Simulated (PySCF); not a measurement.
Continuum solvent and chemical shifts

Molfile (atoms numbered from 1):
```
C2H6OSSi
     RDKit          3D

 11 10  0  0  0  0  0  0  0  0999 V2000
   -1.8008   -0.0332   -0.1632 C   0  0  0  0  0  0  0  0  0  0  0  0
   -0.4287   -0.3807    0.3008 C   0  0  0  0  0  0  0  0  0  0  0  0
   -0.1323   -1.4563    1.4908 S   0  0  0  0  0  0  0  0  0  0  0  0
    1.0990    0.4327   -0.5036 Si  0  0  0  0  0  4  0  0  0  0  0  0
    2.4308   -0.1276    0.2978 O   0  0  0  0  0  0  0  0  0  0  0  0
   -1.9683    1.0531   -0.0557 H   0  0  0  0  0  0  0  0  0  0  0  0
   -1.8964   -0.2484   -1.2422 H   0  0  0  0  0  0  0  0  0  0  0  0
   -2.5769   -0.5808    0.3892 H   0  0  0  0  0  0  0  0  0  0  0  0
    1.1038    0.0618   -1.9507 H   0  0  0  0  0  0  0  0  0  0  0  0
    0.9655    1.9154   -0.3908 H   0  0  0  0  0  0  0  0  0  0  0  0
    2.1549   -0.7849    0.9624 H   0  0  0  0  0  0  0  0  0  0  0  0
  1  2  1  0
  2  3  2  0
  2  4  1  0
  4  5  1  0
  1  6  1  0
  1  7  1  0
  1  8  1  0
  4  9  1  0
  4 10  1  0
  5 11  1  0
M  END
```

GIAO PBE0/pcSseg-1 in PySCF on one PBE0-D3(BJ)/def2-SVP conformer, non-relativistic, equivalent nuclei averaged. Solvents enter as an IEF-PCM continuum (methanol with ε = 32.6, dimethylsulfoxide with ε = 46.8) around the gas-phase geometry. Shifts are referred to TMS, CS2 computed in the same medium.

Gas phase, δ in ppm: C2 325.3, C1 46.2, S3 1194.0, Si4 -42.9, H9/H10 4.92, H6/H7/H8 3.48, H11 2.78. Dipole moment 2.57 D.

Problem. How does each δ change in the continuum?

Solution. 
```
   atoms                           environment  Δδ, methanol  Δδ, dimethylsulfoxide
      C2                   thiocarbonyl carbon          +5.7                   +5.8
      C1                         methyl carbon          +3.4                   +3.4
      S3                         thione sulfur        -103.2                 -104.9
     Si4           silicon bonded to C, O, 2 H          +2.0                   +2.0
  H9/H10  hydrogen on a silicon bonded to C, O         -0.01                  -0.01
H6/H7/H8           hydrogen on a methyl carbon         +0.22                  +0.22
     H11    hydrogen on an oxygen bonded to Si         +0.38                  +0.38
```

Changes are relative to the gas phase. The dipole moment becomes 3.36 D in methanol, 3.38 D in dimethylsulfoxide.

Problem. Which nuclei move most (in ppm), and what does the model miss?

Solution. S3 (thione sulfur, -104.9 ppm) in dimethylsulfoxide. A continuum only polarises the solute; specific hydrogen bonds, the anisotropy of aromatic solvents and changes of geometry or conformer are outside it.
